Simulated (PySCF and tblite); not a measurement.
trifluoroacetic acid, C₂HF₃O₂, numbered as in [O:1]=[C:2]([OH:3])[C:4]([F:5])([F:6])[F:7].

Conformers came from 90 starts (ETKDG and KDG, MMFF94s, GFN2-xTB); geometries are PBE0-D3(BJ)/def2-SVP. Free energies are PBE0-D3(BJ)/def2-TZVP (IEF-PCM, chloroform) single points with GFN2-xTB rigid-rotor and vibrational terms (modes under about 100 cm⁻¹ blended into free rotors). Symmetry numbers and mirror images are counted. Conformers within 3 kcal/mol (GFN2-xTB free energy) were kept, 8 at most. GIAO shieldings: wB97X-D/pcSseg-1 (IEF-PCM, chloroform). Shifts are against TMS (¹³C), CFCl3 (¹⁹F) at the same level. Codes: tblite and PySCF.

Torsions listed: O1–C2–O3–H3.

| conformer | shape | weight % | dipole D |
| --- | --- | --- | --- |
| 1 | 0° | 100.0 | 2.58 |

Task: How do the computed shifts compare with measured ones?

Result: 
| nucleus | signal | leading conformer | average | measured | medium |
| --- | --- | --- | --- | --- | --- |
| ¹⁹F | F5/F6/F7 | -80.1 | -80.1 | -76.2 | not stated |
| ¹⁹F | F5/F6/F7 | -80.1 | -80.1 | -76.55 | not stated |
| ¹⁹F | F5/F6/F7 | -80.1 | -80.1 | -77 | not stated |

Measured values: G. Saielli, R. Bini, A. Bagno, Computational 19F NMR. 2. Organic compounds, RSC Adv. 2014, ESI (exp. from Berger-Braun-Kalinowski 1994 and Everett 1995); University of Colorado NMR facility, 19F NMR Reference Standards; Wikipedia, Fluorine-19 nuclear magnetic resonance spectroscopy.  The computed shifts are unscaled and lack vibrational corrections.
